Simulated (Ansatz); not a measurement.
Compare A (`F[CH]1O[SiH2][GeH2]1`) with its isomer B (`F[CH2][GeH]1[O][SiH2]1`).

Computed with Ansatz on PBE0-D4/def2-TZVP structures; ΔE is electronic, products minus reactants. CCSD(T)/CBS adds triple-zeta CCSD(T) − MP2 to the extrapolated MP2 energy (def2 sets, frozen cores). DFT in def2-TZVPP. B3LYP here is the variant with VWN-RPA as its local correlation; programs differ in this. For Ge outer-core shells are correlated without core-valence functions, which leaves a few kJ/mol of doubt a bond. Scalar relativity is left out up to krypton. One conformer a species, not always the lowest.

(1) Which isomer does CCSD(T)/CBS put lower? Give the gap. (An estimate is asked.)

(2) Give E(B) − E(A) in kcal/mol with B3LYP, PBE0-D4, CCSD/def2-TZVPP, HF/def2-TZVPP, PBE-D4, MP2/def2-TZVPP, CCSD(T)/def2-TZVPP. (Estimate.)

Largest T1 diagnostic: 0.014.

## Answers

(1) Ansatz gave: A, by 0.2 kcal/mol. So small a gap doesn't settle the order.

(2) The calculation gave: B3LYP -0.3, PBE0-D4 2.3, CCSD/def2-TZVPP 1.3, HF/def2-TZVPP 3.0, PBE-D4 0.6, MP2/def2-TZVPP -0.8, CCSD(T)/def2-TZVPP 0.8. The order is the other way round with B3LYP, MP2/def2-TZVPP.

In def2-TZVPP, CCSD(T) changes the Hartree–Fock value by −2.2 kcal/mol (the triples alone add −0.5 kcal/mol) and MP2 by −3.8 kcal/mol. From PBE to PBE0 (25 % exact exchange), in def2-TZVPP and without D4, E(B) − E(A) moves by +1.8 kcal/mol.
